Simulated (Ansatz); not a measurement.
The same path of C$_{2}$H$_{2}$OTe (6 atoms, charge 0, multiplicity 1) was run twice with different band settings. The coordinate that changes most is the dihedral Te1–C2–C3–O4.

Level of theory: Ansatz 0.2.0, RKS PBE-D4/def2-SVP.

Relaxed end points:

```xyz
6
Properties=species:S:1:pos:R:3
Te -1.263 -0.192 -1.370
C 0.347 0.227 -0.280
C 0.532 -0.237 1.061
O 0.038 0.401 2.003
H -0.867 0.835 -2.666
H 1.255 -1.098 1.206
```

```xyz
6
Properties=species:S:1:pos:R:3
Te 0.293 1.347 -1.264
C -0.214 -0.328 -0.319
C 0.155 -0.611 1.035
O -0.542 -0.172 1.962
H -0.648 1.054 -2.650
H 0.997 -1.355 1.189
```

Common settings: movable images 7; climbing image yes; spring 5.0 eV/Å²; optimiser quadratic models (default); start path IDPP; iteration limit 60; end points relaxed.

| run | force threshold |
| --- | --- |
| 1 | 0.03 eV/Å |
| 2 | 0.2 eV/Å |

(1) What does each run give, and how far can it be trusted?

Results:

(1) Run 1: converged after 13 iterations, highest image 0.505 eV above the first end. A vibrational analysis at the climbing image gives one clearly imaginary mode, 367i cm⁻¹: a first-order saddle point.
Run 2: converged after 9 iterations, highest image 0.507 eV above the first end. The threshold of 0.2 eV/Å is loose, so the images may lie well off the minimum-energy path. Another band between the same ends (7 images) ends at a top of the same energy, where a vibrational analysis finds 1 clearly imaginary mode.
